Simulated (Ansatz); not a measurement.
```csv
atom,x (Å),y (Å),z (Å)
C,-0.0483,0.6151,-1.2219
C,0.0067,-0.6392,-1.1825
C,-0.0221,1.4597,-0.0852
C,0.0179,-1.4137,-0.1240
C,0.0271,0.6788,1.0137
C,0.0156,-0.7219,1.0922
H,0.0344,2.5305,-0.1409
H,-0.0056,-2.5335,-0.1249
H,0.0326,1.2267,1.9694
H,0.0149,-1.1793,2.0286
```

Basis set: 6-31G* (spherical functions). Left uncorrelated: 6 orbitals. Charge 0, multiplicity 1.

Computed with Ansatz (development build ahead of 0.2.0); each method stands on the lowest determinant of its kind that the runs found. Restricted open shells among the atoms or ions are ROHF, correlated in semicanonical orbitals with singles.

(1) Give the atomization energy at this shape (free ground-state atoms in the same class of orbitals less the molecule, no zero-point energy) of singlet C6H4 by RHF-MP2, RHF.

Answers

(1)

```json
{"method": "RHF-MP2", "atomization energy": "47.79 eV"}
{"method": "RHF", "atomization energy": "35.78 eV"}
```

Caution: the shape is not the minimum.
